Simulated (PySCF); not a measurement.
Compound: [CrNI4]2- (charge -2 and doublet state).
Bonds: Cr1–N2, Cr1–I3, Cr1–I4, Cr1–I5, Cr1–I6.

Computed with PBE0-D3(BJ)/def2-SVP geometry optimisation, gas phase, def2 core potentials past Kr (PySCF 2.14.0).

Q: How far are the bound atoms from Cr1?

A: 5 atoms: N2 1.493 Å, I4 2.758 Å, I6 2.758 Å, I5 2.759 Å, I3 2.759 Å.

Q: List the angles at Cr1.

A: 
| angle | degrees | distance of the outer atoms (Å) |
| --- | --- | --- |
| I3–Cr1–I5 | 157.6 | 5.41 |
| I4–Cr1–I6 | 157.1 | 5.41 |
| N2–Cr1–I6 | 101.5 | 3.39 |
| N2–Cr1–I4 | 101.4 | 3.39 |
| N2–Cr1–I5 | 101.2 | 3.38 |
| N2–Cr1–I3 | 101.2 | 3.38 |
| I3–Cr1–I6 | 87.8 | 3.83 |
| I4–Cr1–I5 | 87.8 | 3.83 |
| I3–Cr1–I4 | 87.8 | 3.82 |
| I5–Cr1–I6 | 87.8 | 3.82 |

Q: What is the shape at Cr1?

A: Square pyramidal: τ5 = (β − α)/60° = 0.01 from the two widest angles, 157.6° and 157.1° (0 for a square pyramid, 1 for a trigonal bipyramid).

Q: What are the rotational constants (commonest isotopes, rigid rotor)?

A: A = 262.9, B = 262.3, C = 136.1 MHz: an oblate symmetric top.

Point group: C4v (tolerance 0.08 Å). Charge -2, doublet. ⟨S²⟩ = 0.942 (exact for a doublet: 0.75). Whether so highly charged an anion holds all its electrons in the gas phase wasn't checked; a finite basis holds them in any case. The ion is multiply charged and computed without counter-ions or solvent. The geometry's basis has no diffuse functions, a weakness for an anion. Whether it is a minimum is left open (no frequencies).
